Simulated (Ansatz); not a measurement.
Consider the formal exchange of groups at a Ti–Cl bond: titanium tetrachloride + `FC(F)(Br)I` → `[Cl][Ti]([Cl])([Cl])[I]` + `FC(F)(Cl)Br`.

Calculated with Ansatz (gas phase, PBE0-D4/def2-TZVP geometries, no zero-point term in ΔE). CBS: MP2 limit from def2 TZ/QZ plus the TZ coupled-cluster correction, frozen cores. DFT in def2-TZVPP. B3LYP here is the variant with VWN-RPA as its local correlation; programs differ in this. Elements past krypton have def2 core potentials. For Br, I, Ti outer-core shells are correlated without core-valence functions, which leaves a few kJ/mol of doubt a bond. Scalar relativity is left out up to krypton.

**Question.** Is it downhill or uphill in electronic energy at CCSD(T)/CBS, and by how much? (An estimate is asked.)

**Answer.** Computed: Uphill: ΔE = +5.9 kJ/mol.

**Question.** What do these levels give: revPBE-D4, B3LYP-D4, PBE-QIDH, revPBE, PBE0, r2SCANh, MP2/def2-SVP, CCSD/def2-SVP, SCS-MP2/def2-TZVPP, CCSD/def2-TZVPP, SCS-MP2/def2-QZVPP, HF/CBS(def2)? (Best estimate.)

**Answer.** Ansatz gave: revPBE-D4 9.7, B3LYP-D4 11.7, PBE-QIDH -4.9, revPBE 10.5, PBE0 5.2, r2SCANh 6.6, MP2/def2-SVP -22.7, CCSD/def2-SVP -7.2, SCS-MP2/def2-TZVPP -2.2, CCSD/def2-TZVPP 8.3, SCS-MP2/def2-QZVPP -0.2, HF/CBS(def2) 10.0 kJ/mol.

Largest T1 diagnostic among the species: 0.025, so the coupled-cluster value is less sure than usual.

From PBE to PBE0 (25 % exact exchange), in def2-TZVPP and without D4, ΔE moves by −3.6 kJ/mol. Leaving LDA and LC-ωPBE aside and taking each functional with its dispersion term where it has one, the values, not all of them listed here, spread over 20.6 kJ/mol, from PBE-QIDH to BLYP-D4. LDA lies −6.0 kJ/mol from PBE without D4.
